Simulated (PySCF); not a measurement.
Te(Et)(SiH3) (C₂H₈SiTe), SMILES CC[Te][SiH3]. Geometry: PBE-D3(BJ)/def2-SVP. The structure was generated by enumeration, and PubChem lists no compound with its InChIKey, so it may never have been made. The def2 effective core potentials stand for the cores of Te; spin–orbit coupling is left out. The values are those of a single conformer.

Computed equilibrium geometry at PBE-D3(BJ)/def2-SVP (PySCF confirms it by a frequency run) as Cartesian coordinates in Å (one conformer of several):
```xyz
12

Te     0.1144     0.0413     0.7481
C      1.4843    -0.6320    -0.8503
C      1.6781     0.3691    -1.9774
H      1.0826    -1.6015    -1.2035
H      2.4269    -0.8363    -0.3043
H      2.0635     1.3386    -1.6039
H      0.7312     0.5732    -2.5174
H      2.4051    -0.0247    -2.7209
Si    -1.9031     0.0017    -0.7481
H     -1.9950    -1.3219    -1.4621
H     -1.8933     1.0929    -1.7865
H     -3.1034     0.1872     0.1380
```
